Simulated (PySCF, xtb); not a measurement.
WF3, SMILES [F][W]([F])[F] (connectivity only; charge and spin as stated), neutral, multiplicity 4.

Harmonic wavenumbers (cm⁻¹) from GFN2-xTB in xtb at its own minimum, in rising order: 150, 178, 178, 459, 474, 474.

Q: What does PBE-D3(BJ)/def2-TZVP (PySCF 2.14.0) give at its own minimum? (Estimate from the structure and the level; the computed values follow.)

A: 144, 155, 155, 666, 666, 668. Paired by order, the mean absolute difference is 108 cm⁻¹ and the zero-point energies are 2.7 and 3.5 kcal/mol.
